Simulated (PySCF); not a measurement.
All of these have the formula C5H9OP. Method used: PySCF 2.14.0, density-fitted response routines, TDDFT wB97X-D/def2-SVPD, vertical, gas phase, core orbitals frozen in the response. Geometries: GFN2-xTB; one conformer of each isolated species. Triplets are in the Tamm–Dancoff approximation.

A. `C#C[P@@](C)(=O)CC`
B. `COC1=C(C)P1C`
C. `C=C[P@@H](=O)/C=C\C`
D. `C=C[C@@H]1CC[P@H]1=O`

Lowest singlet levels (six at most, fewer where fewer were computed) with oscillator strengths:

1. 206 nm (f 0.010); 200 nm (f 0.006); 184 nm (f 0.016); 182 nm (f 0.378); 180 nm (f 0.097); 169 nm (f 0.050); T1 4.32 eV
2. 241 nm (f 0.004); 216 nm (f 0.056); 207 nm (f 0.010); 195 nm (f 0.058); 184 nm (f 0.015); 180 nm (f 0.022); T1 4.35 eV
3. 177 nm (f 0.043); 172 nm (f 0.053); 172 nm (f 0.012); 170 nm (f 0.024); 164 nm (f 0.099); 161 nm (f 0.025); T1 4.59 eV
4. 199 nm (f 0.000); 192 nm (f 0.000); 191 nm (f 0.003); 183 nm (f 0.005); 175 nm (f 0.053); 172 nm (f 0.010); T1 5.20 eV

Problem. Which spectrum belongs to which structure?

Solution. 1 = C, 2 = B, 3 = D, 4 = A.
- A: S1 at 6.24 eV, HOMO-2→LUMO (43%), HOMO→LUMO (17%), HOMO-3→LUMO+1 (14%); Löwdin shares by element: HOMO oxygen 54%, carbon 21% or more, phosphorus 14%; LUMO carbon 60% or more, phosphorus 14%, hydrogen 7% or more (atoms not listed hold the other 20%); HOMO -9.65 and LUMO 1.57 eV.
- B: S1 at 5.15 eV, HOMO→LUMO+1 (65%), HOMO→LUMO (30%); Löwdin shares by element: HOMO carbon 49% or more, phosphorus 31% (atoms not listed hold the other 20%); LUMO carbon 23% or more, phosphorus 15%, oxygen 11% (atoms not listed hold the other 52%); HOMO -7.74 and LUMO 2.16 eV.
- C: S1 at 6.02 eV, HOMO-1→LUMO (84%); Löwdin shares by element: HOMO oxygen 45%, carbon 23% or more, phosphorus 14% (atoms not listed hold the other 18%); LUMO carbon 69% or more (atoms not listed hold the other 31%); HOMO -9.67 and LUMO 0.84 eV.
- D: S1 at 7.02 eV, HOMO→LUMO (51%), HOMO-1→LUMO (36%); Löwdin shares by element: HOMO carbon 45% or more, oxygen 26% (atoms not listed hold the other 29%); LUMO carbon 66% or more, hydrogen 6% or more (atoms not listed hold the other 28%); HOMO -9.46 and LUMO 1.68 eV.
